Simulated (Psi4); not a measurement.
Noncovalent pair: CH4 (SMILES C) (first 5 atoms) with CH3F (SMILES CF); geometry from B3LYP-D3(BJ)/def2-TZVP, rigid monomers moved along the line of their centres of mass till H2···F7 is 2.99 Å.
(charge 0, multiplicity 1):
```json
[
 {"atom": "C", "x (Å)": "0.0092", "y (Å)": "-0.0672", "z (Å)": "0.1910"},
 {"atom": "H", "x (Å)": "-0.3587", "y (Å)": "0.6129", "z (Å)": "0.9573"},
 {"atom": "H", "x (Å)": "-0.4365", "y (Å)": "-1.0518", "z (Å)": "0.3306"},
 {"atom": "H", "x (Å)": "-0.2591", "y (Å)": "0.3117", "z (Å)": "-0.7943"},
 {"atom": "H", "x (Å)": "1.0937", "y (Å)": "-0.1463", "z (Å)": "0.2622"},
 {"atom": "C", "x (Å)": "0.0861", "y (Å)": "0.0260", "z (Å)": "4.3700"},
 {"atom": "F", "x (Å)": "-0.5558", "y (Å)": "1.1610", "z (Å)": "3.8863"},
 {"atom": "H", "x (Å)": "0.9353", "y (Å)": "0.3373", "z (Å)": "4.9796"},
 {"atom": "H", "x (Å)": "-0.6208", "y (Å)": "-0.5459", "z (Å)": "4.9723"},
 {"atom": "H", "x (Å)": "0.4281", "y (Å)": "-0.5696", "z (Å)": "3.5232"}
]
```

Calculation: SAPT0/jun-cc-pV(D+d)Z run with Psi4 1.11.

**Question.** Which attractive term is largest, and how does the interaction split up?

**Answer.** electrostatics -0.28, exchange 0.32, induction -0.07, dispersion -0.37, total -0.40 kcal/mol; the largest attraction is dispersion.
